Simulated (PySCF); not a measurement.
Bi(H)2(OMe) (CH₅BiO), SMILES C[O][BiH2]. Geometry: B3LYP-D3(BJ)/def2-SVP. The def2 effective core potentials stand for the cores of Bi; spin–orbit coupling is left out.

The numbers are results of PySCF with B3LYP-D3(BJ)/def2-SVP, not measurements.

Harmonic wavenumbers (cm⁻¹): 158, 178, 228, 485, 561, 613, 781, 1107, 1169, 1180, 1457, 1461, 1479, 1736, 1738, 2940, 2994, 3046. Rotational constants (GHz): 28.25, 2.667, 2.557; symmetry number 1.

Work out the zero-point energy and the ideal-gas rigid-rotor harmonic-oscillator thermochemistry at 298.15 K and 1 atm.

ZPE = ½ Σ hcν = ½ × 23310 cm⁻¹ = 33.32 kcal/mol. H − E(el) = 37.25 kcal/mol. Entropy in cal/(mol K): translation 42.35, rotation 24.93, vibration 8.89, total 76.17. G − E(el) = 14.54 kcal/mol. Cp = 18.63 cal/(mol K).
